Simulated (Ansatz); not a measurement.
Nudged elastic band run: ClH₅OSn

The input (input.yaml):

```yaml
crystal:
  periodic: [false, false, false]
  atoms:
    - { symbol: Sn, position_ang: [-0.240587, 0.229823, -0.202448] }
    - { symbol: O, position_ang: [-0.046334, -0.326542, 1.700253] }
    - { symbol: H, position_ang: [-0.747415, -0.132867, 2.305065] }
    - { symbol: H, position_ang: [1.355413, 0.308606, -0.775972] }
    - { symbol: H, position_ang: [-1.034793, 1.742009, -0.196247] }
    - { symbol: H, position_ang: [-1.175038, -0.95808, -0.988519] }
    - { symbol: Cl, position_ang: [1.982065, -2.695892, 2.161874] }
    - { symbol: H, position_ang: [1.147787, -1.711557, 2.139892] }
basis:
  gaussian: { orbitals: def2-SVP }
hamiltonian:
  xc: hf
neb:
  order_check: false
  images: 5
  f_tol: 0.05
  max_iterations: 60
  final_atoms:
    - { symbol: Sn, position_ang: [0.46562812, -0.09266665, -0.45123338] }
    - { symbol: O, position_ang: [-0.65878713, -0.489257, 2.53968864] }
    - { symbol: H, position_ang: [-1.32308407, -1.12756122, 2.75199465] }
    - { symbol: H, position_ang: [1.21782439, 0.0253412, -1.97869292] }
    - { symbol: H, position_ang: [0.35410732, 1.42315752, 0.29413589] }
    - { symbol: H, position_ang: [-0.98216361, -0.96785108, -0.56710577] }
    - { symbol: Cl, position_ang: [1.99976309, -1.40903215, 0.81506786] }
    - { symbol: H, position_ang: [0.16780988, -0.90663061, 2.74004301] }
  initial_path:
    images:
      - { positions_ang: [[-0.240587, 0.229823, -0.202448], [-0.046334, -0.326542, 1.700253], [-0.747415, -0.132867, 2.305065], [1.355413, 0.308606, -0.775972], [-1.034793, 1.742009, -0.196247], [-1.175038, -0.95808, -0.988519], [1.982065, -2.695892, 2.161874], [1.147787, -1.711557, 2.139892]] }
      - { positions_ang: [[-0.16146186, 0.16443559, -0.12793129], [-0.03124651, -0.24157657, 1.90973519], [-0.80116168, -0.21300663, 2.42111899], [1.4492836, 0.22887093, -0.70357842], [-0.96694661, 1.65257823, -0.29497024], [-1.05509733, -1.09301507, -0.86630567], [1.79607269, -2.51155662, 1.69986337], [1.0116557, -1.53122986, 2.10596607]] }
      - { positions_ang: [[-0.08233671, 0.09904819, -0.05341458], [-0.01615903, -0.15661113, 2.11921738], [-0.85490835, -0.29314627, 2.53717298], [1.54315419, 0.14913586, -0.63118484], [-0.89910022, 1.56314747, -0.39369348], [-0.93515666, -1.22795015, -0.74409234], [1.61008037, -2.32722125, 1.23785275], [0.87552441, -1.35090272, 2.07204014]] }
      - { positions_ang: [[-0.00321157, 0.03366078, 0.02110212], [-0.00107154, -0.0716457, 2.32869957], [-0.90865503, -0.3732859, 2.65322696], [1.63702479, 0.06940079, -0.55879126], [-0.83125383, 1.4737167, -0.49241671], [-0.81521599, -1.36288522, -0.62187901], [1.42408806, -2.14288587, 0.77584212], [0.73939311, -1.17057558, 2.0381142]] }
      - { positions_ang: [[0.15306833, -0.00844836, -0.13634304], [-0.22031007, -0.21084946, 2.39902926], [-1.04679804, -0.62471101, 2.68614953], [1.49729132, 0.05471426, -1.03209181], [-0.43613345, 1.45686364, -0.23023251], [-0.8708652, -1.23120717, -0.60362126], [1.61597974, -1.89826797, 0.78891737], [0.54886537, -1.08259392, 2.27209047]] }
      - { positions_ang: [[0.30934823, -0.0505575, -0.29378821], [-0.4395486, -0.35005323, 2.46935895], [-1.18494105, -0.87613612, 2.71907209], [1.35755785, 0.04002773, -1.50539236], [-0.04101306, 1.44001058, 0.03195169], [-0.92651441, -1.09952913, -0.58536352], [1.80787142, -1.65365006, 0.80199262], [0.35833762, -0.99461227, 2.50606674]] }
      - { positions_ang: [[0.46562812, -0.09266665, -0.45123338], [-0.65878713, -0.489257, 2.53968864], [-1.32308407, -1.12756122, 2.75199465], [1.21782439, 0.0253412, -1.97869292], [0.35410732, 1.42315752, 0.29413589], [-0.98216361, -0.96785108, -0.56710577], [1.99976309, -1.40903215, 0.81506786], [0.16780988, -0.90663061, 2.74004301]] }
```

Run as:

```bash
$ ansatz run input.yaml --threads 1 --pin off --max-ram 2048MiB --backend cpu --events-out ev --progress --plain --runs-dir out
```

Output, in part (warnings, iteration lines, the closing report on the highest movable image, with atoms numbered from 0):

```
NEB end point (image 0): max|allowed force component| = 2.920e-2 eV/Å (the criterion of neb.relax_end_points is 1.000e-2)
NEB end point (image 6): max|allowed force component| = 1.366e-2 eV/Å (the criterion of neb.relax_end_points is 1.000e-2)
NEB iter   1: max|band force component| = 4.103e0 eV/Å  barrier→ = 2.1607 eV  barrier← = 3.0535 eV  Δτ_max = 0.1975 Å  (190 SCF iters)
NEB iter   2: max|band force component| = 2.981e0 eV/Å  barrier→ = 1.1600 eV  barrier← = 2.0529 eV  Δτ_max = 0.1952 Å  (146 SCF iters)
NEB iter   3: max|band force component| = 5.813e0 eV/Å  barrier→ = 0.9342 eV  barrier← = 1.8270 eV  Δτ_max = 0.0967 Å  (129 SCF iters)
NEB iter   4: max|band force component| = 1.115e0 eV/Å  barrier→ = 0.4642 eV  barrier← = 1.3570 eV  Δτ_max = 0.1963 Å  (121 SCF iters)
NEB iter   5: max|band force component| = 5.881e-1 eV/Å  barrier→ = 0.5343 eV  barrier← = 1.4272 eV  Δτ_max = 0.1991 Å  (122 SCF iters)
NEB iter   6: max|band force component| = 8.333e-1 eV/Å  barrier→ = 0.6424 eV  barrier← = 1.5352 eV  Δτ_max = 0.0988 Å  (128 SCF iters)
NEB iter   7: max|band force component| = 6.650e-1 eV/Å  barrier→ = 0.6003 eV  barrier← = 1.4931 eV  CI = image 2  Δτ_max = 0.0973 Å  (122 SCF iters)
NEB iter   8: max|band force component| = 4.360e-1 eV/Å  barrier→ = 0.4925 eV  barrier← = 1.3854 eV  CI = image 2  Δτ_max = 0.0882 Å  (127 SCF iters)
NEB iter   9: max|band force component| = 2.991e-1 eV/Å  barrier→ = 0.4473 eV  barrier← = 1.3402 eV  CI = image 2  Δτ_max = 0.0753 Å  (125 SCF iters)
NEB iter  10: max|band force component| = 2.387e-1 eV/Å  barrier→ = 0.4274 eV  barrier← = 1.3202 eV  CI = image 2  Δτ_max = 0.0983 Å  (125 SCF iters)
NEB iter  11: max|band force component| = 1.207e-1 eV/Å  barrier→ = 0.4164 eV  barrier← = 1.3092 eV  CI = image 2  Δτ_max = 0.1419 Å  (121 SCF iters)
NEB iter  12: max|band force component| = 1.405e-1 eV/Å  barrier→ = 0.4136 eV  barrier← = 1.3065 eV  CI = image 2  Δτ_max = 0.0636 Å  (123 SCF iters)
NEB iter  13: max|band force component| = 2.061e-1 eV/Å  barrier→ = 0.4126 eV  barrier← = 1.3054 eV  CI = image 2  Δτ_max = 0.0326 Å  (125 SCF iters)
NEB iter  14: max|band force component| = 1.441e-1 eV/Å  barrier→ = 0.4117 eV  barrier← = 1.3045 eV  CI = image 2  Δτ_max = 0.0326 Å  (126 SCF iters)
NEB iter  15: max|band force component| = 1.497e-1 eV/Å  barrier→ = 0.4108 eV  barrier← = 1.3037 eV  CI = image 2  Δτ_max = 0.0324 Å  (125 SCF iters)
NEB iter  16: max|band force component| = 1.205e-1 eV/Å  barrier→ = 0.4103 eV  barrier← = 1.3032 eV  CI = image 2  Δτ_max = 0.0322 Å  (124 SCF iters)
NEB iter  17: max|band force component| = 7.247e-2 eV/Å  barrier→ = 0.4102 eV  barrier← = 1.3031 eV  CI = image 2  Δτ_max = 0.0327 Å  (125 SCF iters)
NEB iter  18: max|band force component| = 7.261e-2 eV/Å  barrier→ = 0.4102 eV  barrier← = 1.3030 eV  CI = image 2  Δτ_max = 0.0326 Å  (116 SCF iters)
NEB iter  19: max|band force component| = 9.790e-2 eV/Å  barrier→ = 0.4102 eV  barrier← = 1.3030 eV  CI = image 2  Δτ_max = 0.0327 Å  (118 SCF iters)
NEB iter  20: max|band force component| = 1.669e-1 eV/Å  barrier→ = 0.4102 eV  barrier← = 1.3030 eV  CI = image 2  Δτ_max = 0.0162 Å  (117 SCF iters)
NEB iter  21: max|band force component| = 8.113e-2 eV/Å  barrier→ = 0.4102 eV  barrier← = 1.3030 eV  CI = image 2  Δτ_max = 0.0325 Å  (113 SCF iters)
NEB iter  22: max|band force component| = 1.075e-1 eV/Å  barrier→ = 0.4102 eV  barrier← = 1.3030 eV  CI = image 2  Δτ_max = 0.0326 Å  (110 SCF iters)
NEB iter  23: max|band force component| = 8.693e-2 eV/Å  barrier→ = 0.4102 eV  barrier← = 1.3030 eV  CI = image 2  Δτ_max = 0.0646 Å  (109 SCF iters)
NEB iter  24: max|band force component| = 1.101e-1 eV/Å  barrier→ = 0.4102 eV  barrier← = 1.3030 eV  CI = image 2  Δτ_max = 0.0651 Å  (107 SCF iters)
NEB iter  25: max|band force component| = 8.196e-2 eV/Å  barrier→ = 0.4102 eV  barrier← = 1.3030 eV  CI = image 2  Δτ_max = 0.1273 Å  (108 SCF iters)
NEB iter  26: max|band force component| = 1.244e-1 eV/Å  barrier→ = 0.4102 eV  barrier← = 1.3030 eV  CI = image 2  Δτ_max = 0.0645 Å  (105 SCF iters)
NEB iter  27: max|band force component| = 9.270e-2 eV/Å  barrier→ = 0.4102 eV  barrier← = 1.3030 eV  CI = image 2  Δτ_max = 0.0644 Å  (115 SCF iters)
NEB iter  28: max|band force component| = 8.374e-2 eV/Å  barrier→ = 0.4102 eV  barrier← = 1.3030 eV  CI = image 2  Δτ_max = 0.0645 Å  (126 SCF iters)
NEB iter  29: max|band force component| = 8.818e-2 eV/Å  barrier→ = 0.4102 eV  barrier← = 1.3030 eV  CI = image 2  Δτ_max = 0.0323 Å  (117 SCF iters)
NEB iter  30: max|band force component| = 7.495e-2 eV/Å  barrier→ = 0.4102 eV  barrier← = 1.3030 eV  CI = image 2  Δτ_max = 0.0324 Å  (117 SCF iters)
NEB iter  31: max|band force component| = 5.136e-2 eV/Å  barrier→ = 0.4102 eV  barrier← = 1.3030 eV  CI = image 2  Δτ_max = 0.0323 Å  (117 SCF iters)
NEB iter  32: max|band force component| = 9.531e-2 eV/Å  barrier→ = 0.4102 eV  barrier← = 1.3030 eV  CI = image 2  Δτ_max = 0.0162 Å  (105 SCF iters)
NEB iter  33: max|band force component| = 2.891e-2 eV/Å  barrier→ = 0.4102 eV  barrier← = 1.3030 eV  CI = image 2  Δτ_max = 0.0000 Å  (262 SCF iters)
Total energy: -20419.10433517 eV, -750.3882437516 hartree
Atom 0 at    -0.041872     0.045657    -0.141588 Å, force     0.000031    -0.000033     0.000035 eV/Å
Atom 1 at     0.089066    -0.227164     1.916515 Å, force    -0.000047    -0.000008     0.000052 eV/Å
Atom 2 at    -0.653190    -0.190573     2.505828 Å, force    -0.000041     0.000064    -0.000051 eV/Å
Atom 3 at     1.543823     0.334086    -0.628387 Å, force    -0.000009    -0.000011    -0.000001 eV/Å
Atom 4 at    -1.006683     1.454935    -0.150997 Å, force    -0.000001     0.000015     0.000002 eV/Å
Atom 5 at    -0.872010    -1.279246    -0.777793 Å, force    -0.000013    -0.000002     0.000004 eV/Å
Atom 6 at     1.491419    -2.476595     1.453287 Å, force     0.000000     0.000032    -0.000031 eV/Å
Atom 7 at     0.690544    -1.205601     1.967033 Å, force     0.000079    -0.000057    -0.000011 eV/Å
Dipole moment:    -0.879043     1.003954    -0.318608 e Å
```

It converged. A vibrational analysis at the climbing image gives one clearly imaginary mode, 796i cm⁻¹: a first-order saddle point. The orbitals stay closed-shell, which can raise the energy where a bond breaks towards radicals; this wasn't checked here.

Final band (atoms are numbered from 1 in the order of the input):

| image | path coordinate (Å) | energy (eV) | Sn1–O2 (Å) | Cl7–H8 (Å) | Sn1–Cl7 (Å) |
| --- | --- | --- | --- | --- | --- |
| 0 | 0.00 | 0.00 | 1.99 | 1.29 | 4.37 |
| 1 | 0.79 | 0.02 | 2.00 | 1.30 | 3.87 |
| 2 | 1.59 | 0.41 | 2.08 | 1.59 | 3.36 |
| 3 | 3.10 | -0.35 | 2.65 | 2.24 | 2.48 |
| 4 | 4.61 | -0.79 | 3.92 | 2.66 | 2.38 |
| 5 | 6.12 | -0.82 | 3.76 | 2.63 | 2.38 |
| 6 | 7.63 | -0.89 | 3.22 | 2.70 | 2.39 |

Run time: 5 min on 1 thread of AMD EPYC 7R43 64-Core Processor (Zen 3), on a shared host, peak memory 0.17 GiB.
